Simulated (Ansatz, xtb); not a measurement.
Isomers of C4H2Br2O in order of energy

4 gas-phase structures of C4H2Br2O, from a drawn sample of its isomers (lower ones may exist). Each was relaxed with GFN2-xTB:

A. `Brc1coc(Br)c1`, a singlet
B. `Brc1ccc(Br)o1`, a singlet
C. `Brc1cocc1Br`, a singlet
D. `Brc1ccoc1Br`, a singlet

Task: Estimate their order in r2SCAN-D4/def2-SVP//GFN2-xTB energy at these geometries, lowest first.

Result: Calculated order at r2SCAN-D4/def2-SVP//GFN2-xTB: A (0.0), D (0.2), C (0.2), B (0.5) kcal/mol. Less than 1 kcal/mol parts A and D; D and C; C and B, so the order within those pairs means little.

Energies above the lowest of each column, in kcal/mol; the last columns are at r2SCAN-D4/def2-SVP geometries:

| structure | GFN2-xTB | HF/STO-3G | r2SCAN-D4/def2-SVP//GFN2-xTB | r2SCAN-D4/def2-SVP | CCSD(T)/def2-SVP + ΔMP2/def2-TZVPP |
| --- | --- | --- | --- | --- | --- |
| A | 0.0 | 1.0 | 0.0 | 0.0 | 0.2 |
| D | 0.9 | 1.2 | 0.2 | 0.1 | 0.2 |
| C | 0.8 | 2.2 | 0.2 | 0.2 | 0.0 |
| B | 0.4 | 0.0 | 0.5 | 0.5 | 0.8 |

CCSD(T)/def2-SVP + ΔMP2/def2-TZVPP has A and B and C and D within 1 kcal/mol of each other at the bottom, and every level picks one of them. CCSD(T)/def2-SVP + ΔMP2/def2-TZVPP orders those it was run on as C (0.0), D (0.2), A (0.2), B (0.8) kcal/mol. Less than 1 kcal/mol parts C and D; D and A; A and B, so the order within those pairs means little. ΔMP2 is the change of the MP2 energy from the smaller to the larger basis.

Over these structures GFN2-xTB departs from r2SCAN-D4/def2-SVP//GFN2-xTB by 0.3 kcal/mol on average once a common shift is removed. A GFN2-xTB relaxation took about 0.07 s and the r2SCAN-D4/def2-SVP//GFN2-xTB energy about 2.3 s on a shared host (Ansatz 0.2.0, xtb 6.7.1).
